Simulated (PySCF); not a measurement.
AlB₂H₂O, AlBH₂NO, BFHOSi, BH₂OSi and others (calculated)

All values are calculated (PySCF 2.14.0). Calculation on a computer-drawn molecule: the log of a Hartree-Fock and frozen-core CCSD(T) single point meant for a local Hartree-Fock minimum, with one planted fault or none, to be diagnosed. Offsets are logged minus clean, where the clean run is the same molecule without the fault. The reference is restricted for singlets and unrestricted otherwise, and also for a bond in bohr or an excited solution. Adding or removing an electron swaps singlet and doublet. The excited solution moves the top pair (singlet) or top alpha electron (doublet) to the lowest empty orbital. Highest occupied and lowest empty are orbital energies over both spins, largest force is the largest gradient component, triples share is (T) over the correlation energy, the T1 limit is 0.02 restricted and 0.045 unrestricted, electrons count all cores, a negative frequency is imaginary (commonest isotopes), and the dipole is about the centre of nuclear charge.

Common to all runs: meant multiplicity 1; meant basis cc-pV(D+d)Z; logged SCF converged yes; possible faults no fault, one electron removed, one electron added, multiplicity raised by two, geometry at a saddle point, SCF held on an excited solution, minimal basis STO-3G, one bond length entered in bohr, all coordinates scaled.

(1) AlB₂H₂O

Logged structure:
```xyz
6
AlB2H2O
O     -0.8613    -3.2698    -0.2618
B     -0.5080    -2.1515    -0.3894
B     -0.1141    -0.5121    -0.4648
Al    -1.2008     0.9084     0.7610
H      0.7399    -0.0641    -1.1603
H     -1.9608     1.9450     1.6245
```

| Quantity | Value |
| --- | --- |
| meant charge | 1 |
| logged electrons | 32 |
| logged basis functions | 75 |
| logged spin squared | 0 |
| logged highest occupied | -13.316 eV |
| logged lowest empty | -10.641 eV |
| logged largest force | 0.056283 hartree/bohr |
| logged CC converged | no |
| logged dipole magnitude | 10.218 debye |
| logged SCF stable within its kind | no |
| logged energy HF | -366.73397 hartree |
| planted fault | SCF held on an excited solution |
| HF energy offset from clean run | 200.9 kcal/mol |

Drawn bonds:
| atom | other atom | order |
| --- | --- | --- |
| 1 | 2 | 2 |
| 2 | 3 | 1 |
| 3 | 4 | 1 |
| 3 | 5 | 1 |
| 4 | 6 | 1 |

Notes: CCSD not converged.

(2) AlB₂H₂O

Structure as in entry 1.

| Item | Value |
| --- | --- |
| meant charge | 1 |
| logged electrons | 32 |
| logged basis functions | 75 |
| logged spin squared | 2.02 |
| logged highest occupied | -14.551 eV |
| logged lowest empty | -8.4221 eV |
| logged largest force | 0.023461 hartree/bohr |
| logged T1 diagnostic | 0.031807 |
| logged D1 diagnostic | 0.13329 |
| logged triples share | 0.03699 |
| logged CC converged | yes |
| logged dipole magnitude | 10.552 debye |
| logged SCF stable within its kind | yes |
| logged energy HF | -366.95541 hartree |
| logged energy CCSD(T) | -367.36658 hartree |
| planted fault | multiplicity raised by two |
| HF energy offset from clean run | 61.91 kcal/mol |
| CCSD(T) energy offset from clean run | 64.96 kcal/mol |

Drawn bonds:
| atom | other atom | order |
| --- | --- | --- |
| 1 | 2 | 2 |
| 2 | 3 | 1 |
| 3 | 4 | 1 |
| 3 | 5 | 1 |
| 4 | 6 | 1 |

(3) AlBH₂NO

Logged structure:
```xyz
6
AlBH2NO
O     -1.6282    -1.3166    -2.3304
B     -1.6721    -0.8844    -1.2299
N     -1.6189    -0.3032     0.0624
Al    -0.4104     0.7935     0.6488
H     -2.3867    -0.5935     0.6554
H      0.6507     1.7656     1.1869
```

| Property | Result |
| --- | --- |
| meant charge | 1 |
| logged electrons | 34 |
| logged basis functions | 75 |
| logged spin squared | 0 |
| logged highest occupied | -17.173 eV |
| logged lowest empty | -5.046 eV |
| logged largest force | 2.651e-05 hartree/bohr |
| logged lowest frequency | 124.82 cm⁻¹ |
| logged T1 diagnostic | 0.019374 |
| logged D1 diagnostic | 0.047366 |
| logged triples share | 0.030774 |
| logged CC converged | yes |
| logged dipole magnitude | 9.9831 debye |
| logged SCF stable within its kind | yes |
| logged energy HF | -396.90859 hartree |
| logged energy CCSD(T) | -397.40703 hartree |
| planted fault | no fault |
| HF energy offset from clean run | 0 kcal/mol |
| CCSD(T) energy offset from clean run | 0 kcal/mol |

Drawn bonds:
| atom | other atom | order |
| --- | --- | --- |
| 1 | 2 | 2 |
| 2 | 3 | 1 |
| 3 | 4 | 1 |
| 3 | 5 | 1 |
| 4 | 6 | 1 |

(4) BFHOSi

Logged structure:
```xyz
5
BFHOSi
O     -1.3582    -2.2698     0.1508
B     -1.0255    -1.1924    -0.1619
Si    -0.3893     0.6261    -0.6609
F     -1.4129     1.5117    -1.4166
H      0.9120     1.2230    -0.4043
```

| Item | Value |
| --- | --- |
| meant charge | 1 |
| logged electrons | 36 |
| logged basis functions | 70 |
| logged spin squared | 2.045 |
| logged highest occupied | -15.901 eV |
| logged lowest empty | -12.037 eV |
| logged largest force | 0.04025 hartree/bohr |
| logged T1 diagnostic | 0.051834 |
| logged D1 diagnostic | 0.28985 |
| logged triples share | 0.035998 |
| logged CC converged | yes |
| logged dipole magnitude | 4.8248 debye |
| logged SCF stable within its kind | yes |
| logged energy HF | -488.05969 hartree |
| logged energy CCSD(T) | -488.62334 hartree |
| planted fault | multiplicity raised by two |
| HF energy offset from clean run | 129.4 kcal/mol |
| CCSD(T) energy offset from clean run | 124.3 kcal/mol |

Drawn bonds:
| atom | other atom | order |
| --- | --- | --- |
| 1 | 2 | 2 |
| 2 | 3 | 1 |
| 3 | 4 | 1 |
| 3 | 5 | 1 |

Notes: T1 above single-reference limit.

(5) BFHOSi

Logged structure:
```xyz
5
BFHOSi
O     -1.3582    -2.2698     0.1508
B     -0.7294    -0.2338    -0.4402
Si    -0.0933     1.5848    -0.9391
F     -1.1169     2.4703    -1.6949
H      1.2080     2.1816    -0.6826
```

| Item | Value |
| --- | --- |
| meant charge | 1 |
| logged electrons | 36 |
| logged basis functions | 70 |
| logged spin squared | 1.7119 |
| logged highest occupied | -15.383 eV |
| logged lowest empty | -6.2277 eV |
| logged largest force | 0.028605 hartree/bohr |
| logged T1 diagnostic | 0.093631 |
| logged D1 diagnostic | 0.41347 |
| logged triples share | 0.051175 |
| logged CC converged | yes |
| logged dipole magnitude | 3.1994 debye |
| logged SCF stable within its kind | yes |
| logged energy HF | -488.01198 hartree |
| logged energy CCSD(T) | -488.539 hartree |
| planted fault | one bond length entered in bohr, row 1 of the drawn bonds |
| HF energy offset from clean run | 159.3 kcal/mol |
| CCSD(T) energy offset from clean run | 177.2 kcal/mol |

Drawn bonds:
| atom | other atom | order |
| --- | --- | --- |
| 1 | 2 | 2 |
| 2 | 3 | 1 |
| 3 | 4 | 1 |
| 3 | 5 | 1 |

Notes: T1 above single-reference limit.

(6) BFHOSi

Structure as in entry 4.

| Quantity | Value |
| --- | --- |
| meant charge | 1 |
| logged electrons | 36 |
| logged basis functions | 25 |
| logged spin squared | 0 |
| logged highest occupied | -17.9 eV |
| logged lowest empty | -3.7068 eV |
| logged largest force | 0.031582 hartree/bohr |
| logged T1 diagnostic | 0.026062 |
| logged D1 diagnostic | 0.093528 |
| logged triples share | 0.057601 |
| logged CC converged | yes |
| logged dipole magnitude | 4.4378 debye |
| logged SCF stable within its kind | yes |
| logged energy HF | -482.26785 hartree |
| logged energy CCSD(T) | -482.48841 hartree |
| planted fault | minimal basis STO-3G |
| HF energy offset from clean run | 3764 kcal/mol |
| CCSD(T) energy offset from clean run | 3974 kcal/mol |

Drawn bonds:
| atom | other atom | order |
| --- | --- | --- |
| 1 | 2 | 2 |
| 2 | 3 | 1 |
| 3 | 4 | 1 |
| 3 | 5 | 1 |

Notes: T1 above single-reference limit.

(7) BH₂OSi

Logged structure:
```xyz
5
BH2OSi
O     -2.4378     1.5040    -1.7250
B     -1.3639     1.1581    -1.4076
Si     0.4661     0.5679    -0.8666
H      1.3656     1.5085    -0.2031
H      0.8963    -0.8017    -1.1371
```

| Quantity | Value |
| --- | --- |
| meant charge | 1 |
| logged electrons | 28 |
| logged basis functions | 61 |
| logged spin squared | 2.0425 |
| logged highest occupied | -16.057 eV |
| logged lowest empty | -11.427 eV |
| logged largest force | 0.071307 hartree/bohr |
| logged T1 diagnostic | 0.055585 |
| logged D1 diagnostic | 0.261 |
| logged triples share | 0.040978 |
| logged CC converged | yes |
| logged dipole magnitude | 5.8322 debye |
| logged SCF stable within its kind | yes |
| logged energy HF | -389.18009 hartree |
| logged energy CCSD(T) | -389.5571 hartree |
| planted fault | multiplicity raised by two |
| HF energy offset from clean run | 111 kcal/mol |
| CCSD(T) energy offset from clean run | 108.1 kcal/mol |

Drawn bonds:
| atom | other atom | order |
| --- | --- | --- |
| 1 | 2 | 2 |
| 2 | 3 | 1 |
| 3 | 4 | 1 |
| 3 | 5 | 1 |

Notes: T1 above single-reference limit.

(8) BH₂OSi

Structure as in entry 7.

| Quantity | Value |
| --- | --- |
| meant charge | 1 |
| logged electrons | 29 |
| logged basis functions | 61 |
| logged spin squared | 0.7683 |
| logged highest occupied | -8.7986 eV |
| logged lowest empty | 0.58379 eV |
| logged largest force | 0.039483 hartree/bohr |
| logged T1 diagnostic | 0.019757 |
| logged D1 diagnostic | 0.052043 |
| logged triples share | 0.032333 |
| logged CC converged | yes |
| logged dipole magnitude | 3.6318 debye |
| logged SCF stable within its kind | yes |
| logged energy HF | -389.65528 hartree |
| logged energy CCSD(T) | -390.03584 hartree |
| planted fault | one electron added |
| HF energy offset from clean run | -187.2 kcal/mol |
| CCSD(T) energy offset from clean run | -192.3 kcal/mol |

Drawn bonds:
| atom | other atom | order |
| --- | --- | --- |
| 1 | 2 | 2 |
| 2 | 3 | 1 |
| 3 | 4 | 1 |
| 3 | 5 | 1 |

(9) BClH₂OSi

Logged structure:
```xyz
6
BClH2OSi
O     -3.3914    -1.6184    -1.0152
B     -2.7044    -0.7338    -0.6285
Si    -1.5662     0.7916     0.0364
Cl     0.4130     0.2324    -0.1086
H     -1.8899     1.0615     1.4439
H     -1.7973     1.9730    -0.8059
```

| Quantity | Value |
| --- | --- |
| meant charge | 0 |
| logged electrons | 47 |
| logged basis functions | 84 |
| logged spin squared | 0.7579 |
| logged highest occupied | 0.7955 eV |
| logged lowest empty | 8.3359 eV |
| logged largest force | 0.082701 hartree/bohr |
| logged T1 diagnostic | 0.017773 |
| logged D1 diagnostic | 0.065874 |
| logged triples share | 0.029423 |
| logged CC converged | yes |
| logged dipole magnitude | 4.0581 debye |
| logged SCF stable within its kind | yes |
| logged energy HF | -849.20774 hartree |
| logged energy CCSD(T) | -849.76025 hartree |

Drawn bonds:
| atom | other atom | order |
| --- | --- | --- |
| 1 | 2 | 2 |
| 2 | 3 | 1 |
| 3 | 4 | 1 |
| 3 | 5 | 1 |
| 3 | 6 | 1 |

Notes: highest electron not bound in this basis.

(10) BH₃OSi₂

Logged structure:
```xyz
7
BH3OSi2
O     -1.1110    -2.3083    -2.3914
B     -0.7183    -1.1971    -2.2459
Si     0.0233     0.6715    -2.0498
Si     2.3016     0.6865    -2.8803
H     -0.0237     1.0067    -0.6056
H     -1.7084     2.3762    -3.4362
H      2.7138    -0.3064    -1.8149
```

| Quantity | Value |
| --- | --- |
| meant charge | 0 |
| logged electrons | 44 |
| logged basis functions | 89 |
| logged spin squared | 1.3018 |
| logged highest occupied | -9.4455 eV |
| logged lowest empty | -0.23414 eV |
| logged largest force | 0.0063384 hartree/bohr |
| logged T1 diagnostic | 0.07838 |
| logged D1 diagnostic | 0.29339 |
| logged triples share | 0.040601 |
| logged CC converged | yes |
| logged dipole magnitude | 3.949 debye |
| logged SCF stable within its kind | yes |
| logged energy HF | -679.05513 hartree |
| logged energy CCSD(T) | -679.53798 hartree |

Drawn bonds:
| atom | other atom | order |
| --- | --- | --- |
| 1 | 2 | 2 |
| 2 | 3 | 1 |
| 3 | 4 | 1 |
| 3 | 5 | 1 |
| 3 | 6 | 1 |
| 4 | 7 | 1 |

Notes: T1 above single-reference limit.

**Q.** Which fault was planted in the run of BClH₂OSi (entry 9)?
**A.** one electron added

**Q.** Which fault was planted in the run of BH₃OSi₂ (entry 10)?
**A.** one bond length entered in bohr, row 5 of the drawn bonds

Further results for BClH₂OSi (entry 9):

| Property | Result |
| --- | --- |
| HF energy offset from clean run | 32.16 kcal/mol |
| CCSD(T) energy offset from clean run | 25.32 kcal/mol |

Further results for BH₃OSi₂ (entry 10):

| Item | Value |
| --- | --- |
| HF energy offset from clean run | 65.11 kcal/mol |
| CCSD(T) energy offset from clean run | 75.45 kcal/mol |
